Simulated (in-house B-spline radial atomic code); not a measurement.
A fraction x of an electron is moved 3p → 3d in the phosphorus ion P⁺, starting from [Ne] 3s2 3p2 and keeping the highest spin. Method: scalar-relativistic (X2C) LDA PW92, spin-polarised, spherical fractional occupations, Fermi nucleus of rms radius 3.1889 fm. Calculated with an all-electron radial atomic-structure program (B-spline basis).

```tsv
x	E(x) - E(0) (eV)	3p up level (eV)	3d up level (eV)
0	0.0000	-14.992	-
0.125	1.3372	-15.264	-4.545
0.25	?	?	?
0.375	4.0317	-15.780	-4.938
0.5	5.3911	-16.022	-5.113
0.625	?	?	?
0.75	8.1350	-16.477	-5.435
0.875	9.5193	-16.690	-5.584
1	10.9116	-16.896	-5.727
```

(1) What belongs in the row x = 0.25?

(2) What belongs in the row x = 0.625?

(3) Check Janak's theorem between x = 0.375 and 0.5.

Answers

(1) An energy change of 2.6806 eV; 3p up at -15.527 eV, 3d up at -4.750 eV.

(2) An energy change of 6.7589 eV; 3p up at -16.254 eV, 3d up at -5.278 eV.

(3) The slope of the energy is 10.88 eV; the orbital levels give 10.88 eV (ε of the receiving orbital less ε of the emptying one, averaged over the two points).
